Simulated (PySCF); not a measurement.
Gas-phase reaction: Cu2 + 4 CH3 → 2 CuH + C4H10 (n-butane)

Energies from PySCF, thermal terms from the rigid-rotor harmonic-oscillator model, ideal gas at 1 bar. † marks an energy on the PBE0/def2-TZVP geometry and frequencies. Open shells (unrestricted): CH3 (multiplicity 2); the rest are closed-shell singlets. Cu: all electrons, no relativistic terms.

PBE/def2-TZVP† gives ΔH°(298 K) = -600 kJ.

Problem. What do HF/def2-TZVP†, M06-2X/def2-TZVP†, LDA/def2-TZVP† give?

Solution. HF/def2-TZVP†: -296 kJ; M06-2X/def2-TZVP†: -570 kJ; LDA/def2-TZVP†: -784 kJ. For scale, ΔH°(298 K) is -600 kJ at this level, -622 kJ at ωB97M-V/def2-TZVP†, and runs from -1077 to -296 kJ over the 18 levels computed.
